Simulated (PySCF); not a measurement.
# Basis and Hamiltonian dependence of the excitation energy of Hg(2+)

Hg(2+) [Xe] 4f14 5d10 (1S) → Hg(2+) [Xe] 4f14 5d9 6s1 (3D). Calculated with PySCF 2.14 from differences of total energies of unrestricted determinants, without spin-orbit coupling. Values in eV.

```json
{"basis": "aug-cc-pVDZ-PP with ECP60MDF", "Hamiltonian": "ECP", "functions": "54", "UHF": "6.165", "r2SCAN": "5.950", "PBE0": "6.097", "MP2 (valence)": "6.514", "CCSD(T) (valence)": "6.437", "CCSD(T) (valence and next inner shell)": "n/a"}
{"basis": "def2-TZVPPD with the def2 core potential (60 electrons)", "Hamiltonian": "ECP", "functions": "62", "UHF": "5.907", "r2SCAN": "5.650", "PBE0": "5.832", "MP2 (valence)": "6.331", "CCSD(T) (valence)": "6.251", "CCSD(T) (valence and next inner shell)": "5.945"}
{"basis": "aug-cc-pwCVDZ-PP with ECP60MDF", "Hamiltonian": "ECP", "functions": "70", "UHF": "5.916", "r2SCAN": "5.652", "PBE0": "5.830", "MP2 (valence)": "6.275", "CCSD(T) (valence)": "6.196", "CCSD(T) (valence and next inner shell)": "5.816"}
{"basis": "ANO-RCC-VTZP", "Hamiltonian": "spin-free X2C", "functions": "84", "UHF": "5.849", "r2SCAN": "5.492", "PBE0": "5.750", "MP2 (valence)": "6.233", "CCSD(T) (valence)": "6.154", "CCSD(T) (valence and next inner shell)": "5.932"}
{"basis": "def2-QZVPPD with the def2 core potential (60 electrons)", "Hamiltonian": "ECP", "functions": "88", "UHF": "5.887", "r2SCAN": "5.603", "PBE0": "5.796", "MP2 (valence)": "6.335", "CCSD(T) (valence)": "6.252", "CCSD(T) (valence and next inner shell)": "n/a"}
{"basis": "aug-cc-pVTZ-PP with ECP60MDF", "Hamiltonian": "ECP", "functions": "88", "UHF": "5.872", "r2SCAN": "5.567", "PBE0": "5.770", "MP2 (valence)": "6.276", "CCSD(T) (valence)": "6.195", "CCSD(T) (valence and next inner shell)": "n/a"}
{"basis": "x2c-TZVPPall", "Hamiltonian": "spin-free X2C", "functions": "97", "UHF": "6.107", "r2SCAN": "5.879", "PBE0": "6.111", "MP2 (valence)": "6.550", "CCSD(T) (valence)": "6.467", "CCSD(T) (valence and next inner shell)": "6.253"}
{"basis": "x2c-TZVPPall with one added diffuse shell each of s, p, d, f type", "Hamiltonian": "spin-free X2C", "functions": "113", "UHF": "6.075", "r2SCAN": "5.831", "PBE0": "6.068", "MP2 (valence)": "6.505", "CCSD(T) (valence)": "6.421", "CCSD(T) (valence and next inner shell)": "6.206"}
{"basis": "aug-cc-pwCVTZ-PP with ECP60MDF", "Hamiltonian": "ECP", "functions": "122", "UHF": "5.835", "r2SCAN": "5.541", "PBE0": "5.743", "MP2 (valence)": "6.257", "CCSD(T) (valence)": "n/a", "CCSD(T) (valence and next inner shell)": "n/a"}
```

Problem. Estimate the row for aug-cc-pVTZ-PP with one added diffuse shell each of s, p, d, f, g type with ECP60MDF (ECP, 113 functions).

Solution. From the rows with the same Hamiltonian and similar size; the calculation gives UHF 5.87; r2SCAN 5.56; PBE0 5.77; MP2 (valence) 6.27 (eV).

Frozen in the all-electron rows: valence and next inner shell: [Kr] 4d10 4f14; valence: [Xe] 4f14; with a core potential, the same shells as far as they lie outside it.
